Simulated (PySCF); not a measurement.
## Dipole response of Al⁻ (aluminium, charge -1)

[Ne] 3s2 3p2, high-spin 3P determinant. Calculation: PySCF 2.14, in aug-cc-pV(D+d)Z; no relativity, point nucleus. Coupled (time-dependent) response in atomic units; α is the mean over directions.

```
 method  mean α (bohr³)         α xx, yy, zz  C₆ (like pair)  S(−4)
    UHF           225.4  105.3, 285.4, 285.4            3684  43640
wB97X-V           207.5  101.3, 260.6, 260.6            3324  35490
```

S(−4) is the Cauchy moment in α(ω) = α(0) + S(−4) ω² + …

α(iu) at UHF:

```json
{"u (hartree)": "0", "α(iu) (bohr³)": "225.4"}
{"u (hartree)": "0.0500", "α(iu) (bohr³)": "162.5"}
{"u (hartree)": "0.100", "α(iu) (bohr³)": "107.1"}
{"u (hartree)": "0.200", "α(iu) (bohr³)": "56.06"}
{"u (hartree)": "0.300", "α(iu) (bohr³)": "32.97"}
{"u (hartree)": "0.500", "α(iu) (bohr³)": "14.58"}
{"u (hartree)": "0.750", "α(iu) (bohr³)": "7.097"}
{"u (hartree)": "1.00", "α(iu) (bohr³)": "4.193"}
{"u (hartree)": "1.50", "α(iu) (bohr³)": "2.005"}
{"u (hartree)": "2.00", "α(iu) (bohr³)": "1.206"}
{"u (hartree)": "3.00", "α(iu) (bohr³)": "0.6078"}
{"u (hartree)": "5.00", "α(iu) (bohr³)": "0.2631"}
```

For an ion, C₆ is the dispersion term alone; charge-induced terms of lower order in 1/R come first.

The components differ because the open shell of this determinant is not spherical; for a pure term their mean is the scalar polarisability.
